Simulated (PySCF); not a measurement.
C3H6BF (charge -1 and doublet state).
Geometry (PBE0-D3(BJ)/def2-SVP, Å), atoms numbered from 1 in this order:
```xyz
11
C3H6BF angstrom
B     -0.2772    1.6007    0.2162
C     -0.1660    0.0942    0.0582
C      1.1276   -0.5443   -0.4033
C     -1.2003   -0.7787    0.3185
F     -1.0540   -2.1407    0.1580
H      0.6885    2.3216   -0.0348
H     -1.3236    2.1309    0.5932
H      1.5309   -1.2608    0.3381
H      1.0005   -1.1251   -1.3375
H      1.8944    0.2238   -0.5842
H     -2.2067   -0.5202    0.6568
```

The hyperfine couplings belong to this conformer and change with its torsions.

Identity: `B[C-](C)[CH]F` [radical] (charge -1).

Method used: UKS B3LYP, IGLO-III on B C F, pcH-1 on H, non-relativistic, mean-field spin-orbit, GIAO (PySCF). Whether the extra electron is bound in the gas phase wasn't checked; a finite basis holds it in any case. The geometry's basis has no diffuse functions, a weakness for an anion. The SCF solution wasn't tested for stability.

(1) The isotropic 13C couplings are +52.7, -35.2, +2.5 MHz. Assign them to C2; C3; C4.

(2) Match the computed a_iso(1H) values -37.8, -33.3, -28.9, -1.6 MHz (means over equivalent nuclei) with the sites H6; H7; H8/H9/H10; H11.

Answers

(1) 
```csv
site,a_iso (MHz),ρ(0) (bohr⁻³),position,distance from B1 (Å),spin population,largest |T| (MHz)
C2,-35.2,-0.0313,1 bond from C4,1.52,-0.15,13.6
C3,+2.5,+0.0022,2 bonds from C4,2.64,+0.02,0.7
C4,+52.7,+0.0469,a main spin site,2.55,+0.51,87.6
```

(2) 
```
     site  a_iso (MHz)  ρ(0) (bohr⁻³)         position  distance from B1 (Å)  bound to  spin population there  largest |T| (MHz)
       H6        -33.3        -0.0074   1 bond from B1                  1.23        B1                  +0.74               13.6
       H7        -28.9        -0.0065   1 bond from B1                  1.23        B1                  +0.74               11.5
H8/H9/H10         -1.6        -0.0004  3 bonds from C4                  3.16        C3                  +0.02                2.8
      H11        -37.8        -0.0085   1 bond from C4                  2.90        C4                  +0.51               19.3
```

ρ(0) is the spin density at the nucleus and T the dipolar tensor; entries for several nuclei are means. The largest Mulliken spin populations are on B1 (+0.74), C4 (+0.51) and C2 (-0.15). The angles at B1 add up to 360.0°, so it is planar. Main spin sites, with 60 % or more of the largest population: B1, C4; positions count bonds from the nearest.

β density exceeds α density at some nuclei, such as C2 (-0.0313), H11 (-0.0085) and H6 (-0.0074), spin density in bohr⁻³. In a single determinant that takes different orbitals for the two spins, that is spin polarisation.

H6 and H7 aren't averaged: B1 is flat or nearly so (angle sum 360°), and its turn about the short B1–C2 bond (1.52 Å) is taken as slow.

C4, the radical centre as drawn in `B[C-](C)[CH]F`, holds a spin population of +0.51 out of 1.
